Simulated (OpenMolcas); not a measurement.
Ir5+ (d4) among equal point charges was computed by CASSCF with the d shell active (OpenMolcas, ANO-RCC-VTZP on the metal). Its lowest spin-free states, and all those of the highest spin:

| 2S+1 | Degeneracy | E (cm-1) |
| --- | --- | --- |
| 5 | 2 | 0.0 |
| 5 | 1 | 4815 |
| 5 | 2 | 7468 |
| 3 | 2 | 15631 |
| 3 | 1 | 16650 |
| 3 | 2 | 20143 |
| 3 | 1 | 20401 |
| 3 | 2 | 21051 |
| 3 | 1 | 21769 |
| 3 | 2 | 22107 |
| 3 | 1 | 23506 |
| 3 | 1 | 24311 |

Problem. Is the site octahedral, tetrahedral or cube-like, axial, or of lower symmetry?

Solution. The states with 2S+1 = 5 have orbital degeneracies 2, 1, 2. There are pairs but no triples, so the site is axial: not cubic, but with a proper or improper axis of order three or more. The run had Ir5+ among 6 point charges of -1.5 e arranged as a trigonal antiprism (D3d), 2 Å from the ion, with a polar angle of 51.5° against the regular 54.74°.

Spin-orbit coupling mixes the spin-free states strongly: the lowest level takes only 40 % from its leading state, 5E. Without dynamic correlation the repulsion within the d shell is too large (B by tens of per cent), so at a given field states of lower spin stand too high. Point charges give a weaker field than real ligands, and real ions of this kind are as a rule low spin; the high spin found here belongs to the model. This is an electrostatic model: the charges have no orbitals. No measured value stands beside these numbers.
